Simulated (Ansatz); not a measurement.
`C[Si](O)(Cl)Br`, relaxed with RKS PBE0-D4/def2-TZVP in Ansatz from a PBE-D4/def2-SVP geometry. The force threshold is 0.005 eV/Å; the program also tests the step.

The species carries charge 0 and has multiplicity 1.

Start:

```xyz
9

C     0.117    0.254    1.275
Si   -0.016   -0.295   -0.494
O    -0.499    1.009   -1.407
Cl   -1.392   -1.848   -0.680
Br    1.954   -1.079   -1.235
H     0.859    1.073    1.361
H     0.437   -0.588    1.918
H    -0.867    0.621    1.627
H    -0.593    0.854   -2.365
```

(1) How much energy does the relaxation release, and in how many steps? (Estimate.)

(2) Which bonds change most? (Estimate.)

(3) Give the relaxed structure. (Best estimate.)

Results:

(1) Computed: 5.78 kJ/mol, in 6 steps.

(2) The calculation gave: Si2–O3 from 1.664 to 1.627 Å; Si2–Cl4 from 2.083 to 2.051 Å; Si2–Br5 from 2.246 to 2.221 Å; C1–Si2 from 1.857 to 1.838 Å.

(3) Computed: 
```xyz
9

C     0.114    0.253    1.263
Si   -0.021   -0.292   -0.487
O    -0.493    0.975   -1.391
Cl   -1.369   -1.828   -0.669
Br    1.924   -1.063   -1.232
H     0.848    1.057    1.347
H     0.427   -0.577    1.898
H    -0.854    0.618    1.611
H    -0.576    0.858   -2.339
```
